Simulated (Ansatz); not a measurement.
A CCSD(T) single point on F$_{3}$GaH$_{2}$OSi (`[OH][GaH][Si](F)(F)F`).

```yaml
crystal:
  periodic: [false, false, false]
  atoms:
    - {symbol: O, position_ang: [-0.647373, -1.963442, -1.084979]}
    - {symbol: Ga, position_ang: [0.683439, -0.926580, -0.509580]}
    - {symbol: Si, position_ang: [0.003911, 1.104031, 0.603741]}
    - {symbol: F, position_ang: [-1.577567, 1.219598, 0.664311]}
    - {symbol: F, position_ang: [0.523435, 2.409566, -0.129319]}
    - {symbol: F, position_ang: [0.519501, 1.186211, 2.100096]}
    - {symbol: H, position_ang: [-1.528015, -1.627763, -0.903362]}
    - {symbol: H, position_ang: [2.114867, -1.458620, -0.796708]}
basis:
  gaussian: {orbitals: def2-TZVPP}
correlation: {method: ccsd_t}
output: {orbitals: {seedname: orbitals}}
```

```sh
$ ansatz run in.yaml --threads 4 --pin off --events-out ev --progress --plain --max-ram 10444MiB
```

The program prints (abridged):

```
Functional definition: HF
1552 factors; integrals over basis functions are off by at most 9.5e-4 eV
mean field evaluation 1: about -70388.4209 eV, gradient 5.8e1 eV
mean field evaluation 2: about -70388.6172 eV, gradient 5.9e1 eV
mean field evaluation 4: about -70394.5699 eV, gradient 3.8e0 eV
mean field evaluation 8: about -70394.6496 eV, gradient 3.2e-1 eV
mean field -70394.65022490 eV, -2586.9556805573 hartree, gradient 7.8e-6 eV, S^2 0.000000; 0 other end points of the search recorded, 0 dependent functions left out
18 core orbitals not correlated: weight in the atoms' cores, before any rotation towards them, 1.000 or more for the frozen orbitals, at most 0.000 for the correlated occupied ones
reference -70394.65022490 eV, -2586.9556805573 hartree; 23, 23 occupied and 201, 201 virtual orbitals, 1552 factors
second order -36.03314335 eV of doubles, -0.00000000 eV of singles
cycle   1  -35.11843203 eV  change    9.1e-1 eV  update   1.4e-1
cycle   2  -35.98751351 eV  change   -8.7e-1 eV  update   4.3e-2
cycle   3  -36.17317486 eV  change   -1.9e-1 eV  update   2.3e-2
cycle   4  -36.14800146 eV  change    2.5e-2 eV  update   6.2e-3
cycle   5  -36.13962637 eV  change    8.4e-3 eV  update   3.4e-3
cycle   6  -36.14314986 eV  change   -3.5e-3 eV  update   1.3e-3
cycle   7  -36.14320919 eV  change   -5.9e-5 eV  update   4.8e-4
cycle   8  -36.14285134 eV  change    3.6e-4 eV  update   1.6e-4
cycle   9  -36.14288377 eV  change   -3.2e-5 eV  update   5.9e-5
cycle  10  -36.14294810 eV  change   -6.4e-5 eV  update   2.1e-5
cycle  11  -36.14290984 eV  change    3.8e-5 eV  update   8.2e-6
perturbative correction -1.18090298 eV, -0.0433973842 hartree
Total energy: -70431.97403772 eV, -2588.3273053794 hartree
```

Run time 6.8 min (4 threads of a server CPU on a shared host); peak host memory 5.2 GiB.

MP2 recovers 96.5 % of the CCSD(T) correlation energy and the triples give 3.2 %; T1 = 0.0144.
